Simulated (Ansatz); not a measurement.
H7GeN3 (SMILES [NH2][GeH]([NH2])[NH2]), singlet, at a GFN2-xTB geometry; CAM-B3LYP/6-31G** run with Ansatz (an electronic-structure program).

Ansatz was given this input:
Ansatz 0.2 input:
```yaml
crystal:
  periodic: [false, false, false]
  atoms:
    - {symbol: Ge, position_ang: [0.00598678, -0.03170355, 0.26933746]}
    - {symbol: N, position_ang: [-0.47681211, 1.70580474, -0.01071466]}
    - {symbol: N, position_ang: [1.64018903, -0.41793501, -0.40518603]}
    - {symbol: N, position_ang: [-1.10315545, -1.16777711, -0.63726581]}
    - {symbol: H, position_ang: [0.08921045, -0.19531300, 1.76617118]}
    - {symbol: H, position_ang: [-1.23854384, 2.05763139, 0.54955579]}
    - {symbol: H, position_ang: [-0.66564235, 1.94631219, -0.97430205]}
    - {symbol: H, position_ang: [2.37510429, 0.22826098, -0.15712321]}
    - {symbol: H, position_ang: [1.66843899, -0.55521271, -1.40584587]}
    - {symbol: H, position_ang: [-2.06928361, -1.18730332, -0.34279812]}
    - {symbol: H, position_ang: [-0.77241099, -2.12050999, -0.68229111]}
basis:
  gaussian:
    orbitals: 6-31G__.json
hamiltonian:
  xc: cam_b3lyp
```
The basis file holds 6-31G** in the JSON format of the Basis Set Exchange.

Output, abridged:

```
Functional definition: CAM-B3LYP
1324 factors; their error is unknown
333 factors; integrals over basis functions are off by at most 8.6e-6 eV
mean field evaluation 1: about -61085.6211 eV, gradient 7.8e1 eV
mean field evaluation 2: about -61082.4762 eV, gradient 8.7e1 eV
mean field evaluation 4: about -61096.8958 eV, gradient 2.2e0 eV
mean field evaluation 8: about -61096.9025 eV, gradient 5.7e-2 eV
mean field evaluation 16: about -61097.0139 eV, gradient 3.6e-5 eV
mean field -61097.01389211 eV, -2245.2738474916 hartree, gradient 3.6e-5 eV, S^2 0.000000; 0 other end points of the search recorded, 0 dependent functions left out
reference -61097.01400417 eV, -2245.2738516098 hartree; 30, 30 occupied and 85, 85 virtual orbitals, 1324 factors
Total energy: -61097.01400417 eV, -2245.2738516098 hartree
```
